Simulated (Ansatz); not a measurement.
Ansatz (a program for electronic structure) input (wB97X-V/def2-TZVP):

Ansatz 0.2 input:
```yaml
crystal:
  periodic: [false, false, false]
  atoms:
    - {symbol: Ga, position_ang: [-0.00000000, -0.00000000, -0.40082716]}
    - {symbol: F, position_ang: [0.00000000, 0.00000000, 1.38062690]}
basis:
  gaussian:
    orbitals: def2-TZVP
hamiltonian:
  xc: {name: wB97X-V}
magnetization: {spin_polarized: true, initial_magnetization: 2}
relax: {f_tol: 0.003, max_steps: 100}
```

End of the output:

```
the calculation of the forces begins
reference -55087.63863195 eV, -2024.4333799814 hartree; 21, 19 occupied and 58, 60 virtual orbitals, 559 factors
relax step   4: F+E_penalty+E_count = -55087.63863062 eV  Δ(F+E_penalty+E_count) = -1.217e-6 eV  max|allowed force component| = 6.986e-5 eV/Å  Δτ_max = 0.0002 Å  (26 SCF iters, accepted)
integrals: 0.02 GiB planned
559 factors; their error is unknown
integrals: 0.06 GiB planned
116 factors; integrals over basis functions are off by at most 2.1e-5 eV
mean field: 0.38 GiB planned
mean field -55087.63863062 eV, -2024.4333799325 hartree, gradient 1.5e-5 eV, S^2 2.003050; 1 other end points of the search recorded, 0 dependent functions left out
the calculation of the forces begins
reference -55087.63863195 eV, -2024.4333799814 hartree; 21, 19 occupied and 58, 60 virtual orbitals, 559 factors
Total energy: -55087.63863195 eV, -2024.4333799814 hartree
Atom 0 at    -0.000000     0.000000    -0.392111 Å, force     0.000000    -0.000000     0.000070 eV/Å
Atom 1 at     0.000000    -0.000000     1.371910 Å, force     0.000000     0.000000    -0.000070 eV/Å
Dipole moment:     0.000000     0.000000    -0.463918 e Å
```

This is an excited triplet: at this geometry the singlet lies 3.72 eV lower at CCSD(T)/CBS(aug-cc-pVTZ,aug-cc-pVQZ).
